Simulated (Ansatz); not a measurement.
Molecule: sum formula YOCl, charge 0, multiplicity 1. SMILES: [O]=[Y][Cl]
Structure (B3LYP-D3(BJ)/def2-TZVP (Ansatz, an electronic-structure program) minimum search):
```
Y
O 1 1.8123
Cl 1 2.5198 2 118.28
```

Quantity: atomisation energy (electronic, to ground-state atoms), in eV. Correlated levels leave the core frozen unless marked. Open shells are spin-unrestricted. Spin-orbit coupling is left out. Frozen are the shells of the preceding noble gas and the d and f shells that filled before the atom's block. In def2 rows, elements after Kr have scalar-relativistic effective core potentials. 

| level | program | atomisation energy (eV) |
|---|---|---|
| RI-HF/def2-QZVPP | Ansatz | 7.68 |
| PBE-D4/def2-TZVPD | Ansatz + dftd4 | 12.52 |
| r2SCAN/def2-TZVPD | Ansatz | 12.18 |
| r2SCAN-D3(BJ)/def2-TZVPD | Ansatz + dftd3 | 12.20 |
| r2SCAN-D4/def2-TZVPD | Ansatz + dftd4 | 12.19 |
| r2SCANh/def2-TZVPD | Ansatz | 11.91 |
| HSE06-D3(BJ)/def2-TZVPD | Ansatz + dftd3 | 11.84 |
| LC-wPBE/def2-TZVPD | Ansatz | 12.07 |
| RI-MP2/def2-TZVPP | Ansatz | 12.65 |
